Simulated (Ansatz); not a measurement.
Reaction (redistribution): `C[SiH](O)[O][GeH2][OH]` + `[SiH3]P` → `C[SiH](O)P` + `[OH][GeH2][O][SiH3]`

Program: Ansatz. Geometries: PBE0-D4/def2-TZVP. ΔE: electronic, gas phase. CCSD(T)/CBS adds triple-zeta CCSD(T) − MP2 to the extrapolated MP2 energy (def2 sets, frozen cores). This one scheme is used for every species. DFT in def2-TZVPP. For Ge outer-core shells are correlated without core-valence functions, which leaves a few kJ/mol of doubt a bond. Scalar relativity is left out up to krypton. One conformer a species, not always the lowest.

`C[SiH](O)[O][GeH2][OH]`:

Cartesian coordinates in Å:
```
C 0.659 1.826 0.614
Si 0.849 0.445 -0.600
O -0.463 0.530 -1.619
O 0.872 -1.012 0.139
Ge -0.537 -1.973 0.643
O -1.954 -0.911 0.622
H 1.456 1.796 1.361
H 0.689 2.796 0.114
H -0.298 1.735 1.134
H 2.094 0.546 -1.406
H -0.340 0.197 -2.509
H -0.675 -3.123 -0.370
H -0.342 -2.417 2.093
H -2.010 -0.437 -0.216
```

`[SiH3]P`:

```xyz
7

Si   -0.080    0.788    0.209
P     0.037   -1.093   -1.030
H    -1.410    1.409   -0.024
H     0.977    1.718   -0.268
H     0.099    0.561    1.667
H    -0.833   -1.822   -0.175
H     1.210   -1.561   -0.380
```

`C[SiH](O)P`:

```xyz
11

C    -0.064    0.675    1.443
Si   -0.229    0.433   -0.399
O     1.175    0.777   -1.198
P    -1.005   -1.658   -0.752
H    -1.031    0.535    1.935
H     0.641   -0.036    1.880
H     0.290    1.685    1.663
H    -1.221    1.381   -0.964
H     1.892    0.146   -1.126
H    -0.662   -1.662   -2.130
H     0.213   -2.275   -0.350
```

`[OH][GeH2][O][SiH3]`:

Z-matrix (Å, degrees):
```
Ge
O 1 1.769
O 1 1.771 2 108.9
H 1 1.530 2 110.0 3 -114.4
H 1 1.534 2 105.0 3 119.8
Si 2 1.638 1 134.0 3 55.1
H 3 0.960 1 113.2 2 67.9
H 6 1.490 2 110.9 1 36.0
H 6 1.487 2 110.9 1 -84.7
H 6 1.485 2 108.1 1 155.8
```

| level | ΔE (kJ/mol) | difference from CCSD(T)/CBS |
| --- | --- | --- |
| PBE-D4 | 36.1 | 1.7 |
| ωB97X-V | 36.0 | 1.6 |
| r2SCAN | 36.6 | 2.2 |
| PBE0 | 34.4 | 0.0 |
| CCSD/def2-TZVPP | 35.4 | 1.0 |
| CCSD(T)/def2-TZVPP | 36.4 | 2.0 |
| MP2/def2-QZVPP | 32.2 | -2.2 |
| HF/CBS(def2) | 27.0 | -7.4 |
| MP2/CBS(def2) | 31.7 | -2.7 |
| CCSD/CBS(def2) | 33.4 | -1.0 |
| CCSD(T)/CBS | 34.4 | 0 |

Largest T1 diagnostic among the species: 0.013.

In def2-TZVPP, CCSD(T) changes the Hartree–Fock value by +8.2 kJ/mol (the triples alone add +1.0 kJ/mol) and MP2 by +5.5 kJ/mol. The D4 term adds +4.4 kJ/mol with B3LYP and +2.4 kJ/mol with PBE0; it sums over pairs of atoms, weighted by their polarisabilities, and B3LYP, whose exchange is more repulsive, gets the larger term.

B3LYP here is the variant with VWN-RPA as its local correlation; programs differ in this.
